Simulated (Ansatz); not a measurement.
Input file for Ansatz (a program for electronic structure): R-CCSD(T)/def2-TZVPPD on AsClH4 (a complex), monomers drawn apart or pushed together. Files ending in .json are basis or fitting sets from the Basis Set Exchange. The run froze 19 orbitals, filled d shells among them.

Ansatz 0.2 input:
```yaml
crystal:
  periodic: [false, false, false]
  atoms:
    - {symbol: Cl, position_ang: [0.45832448, -1.35212139, 0.35968767]}
    - {symbol: H, position_ang: [-0.71681046, -0.95719140, 0.68776499]}
    - {symbol: As, position_ang: [-0.09669283, 2.58426026, 6.05678228]}
    - {symbol: H, position_ang: [-0.98090410, 1.34217201, 6.00463271]}
    - {symbol: H, position_ang: [-0.71537015, 3.14917463, 4.78184830]}
    - {symbol: H, position_ang: [-1.10323431, 3.32546853, 6.93352768]}
basis:
  gaussian:
    orbitals: def2-TZVPPD.json
magnetization: {spin_polarized: false}
correlation: {method: ccsd_t, electrons: outside_noble_gas}
scf: {lower_state_search: off}
```

Output:

```
Functional definition: HF
[...]
these checks for a lower state are left out or cut short: stability, starts, cluster_reference, orbital_swaps, neighbouring_geometries, increment
integrals: 0.49 GiB planned
988 factors; integrals over basis functions are off by at most 8.2e-4 eV
mean field: 0.50 GiB planned
mean field evaluation 1: about -73361.7935 eV, gradient 1.4e1 eV
mean field evaluation 2: about -73361.8515 eV, gradient 1.4e1 eV
mean field evaluation 4: about -73362.7302 eV, gradient 1.9e0 eV
mean field evaluation 8: about -73362.7510 eV, gradient 8.6e-2 eV
mean field -73362.75109301 eV, -2696.0313756095 hartree, gradient 8.4e-7 eV, S^2 0.000000; 0 other end points of the search recorded, 0 dependent functions left out
19 core orbitals not correlated
reference -73362.75109301 eV, -2696.0313756095 hartree; 8, 8 occupied and 146, 146 virtual orbitals, 988 factors
second order -9.89047533 eV of doubles, -0.00000000 eV of singles
coupled cluster: 1.12 GiB planned
cycle   1  -10.83026795 eV  change   -9.4e-1 eV  update   6.9e-2
cycle   2  -11.16802714 eV  change   -3.4e-1 eV  update   2.3e-2
cycle   3  -11.18498605 eV  change   -1.7e-2 eV  update   6.4e-3
cycle   4  -11.18210907 eV  change    2.9e-3 eV  update   2.2e-3
cycle   5  -11.18134810 eV  change    7.6e-4 eV  update   6.1e-4
cycle   6  -11.18132044 eV  change    2.8e-5 eV  update   1.9e-4
cycle   7  -11.18136734 eV  change   -4.7e-5 eV  update   5.5e-5
cycle   8  -11.18136766 eV  change   -3.2e-7 eV  update   1.8e-5
perturbative correction -0.38878983 eV, -0.0142877627 hartree
Total energy: -73374.32125050 eV, -2696.4565710548 hartree
Checks for a lower state left out: stability, starts, cluster_reference, orbital_swaps, neighbouring_geometries, increment
```

Self-consistency was reached.

Cost: roughly 20 core-seconds.
